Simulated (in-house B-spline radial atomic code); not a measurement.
A fraction x of an electron is removed from 4p in the palladium ion Pd⁺, starting from [Kr] 4d9 and keeping the highest spin. Level of theory: non-relativistic LDA exchange-only, spin-polarised, spherical fractional occupations, point nucleus; calculated with an all-electron radial atomic-structure program (B-spline basis).

```csv
x,E(x) - E(0) (eV),4p down level (eV)
0,0.0000,-58.925
0.11,6.5614,-60.378
0.2,?,?
0.3,18.2770,-62.958
0.42,25.9319,-64.629
0.5,31.1473,-65.759
0.53,?,?
0.67,42.5334,-68.204
0.78,50.1242,-69.815
0.93,60.7633,-72.046
1,65.8433,-73.100
```

What belongs in the row x = 0.2?

An energy change of 12.0498 eV; 4p down at -61.590 eV.

What belongs in the row x = 0.53?

An energy change of 33.1265 eV; 4p down at -66.187 eV.

Check Janak's theorem between x = 0.3 and 0.42.

The slope of the energy is 63.79 eV; the orbital levels give 63.79 eV (-ε of the emptying orbital, averaged over the two points).
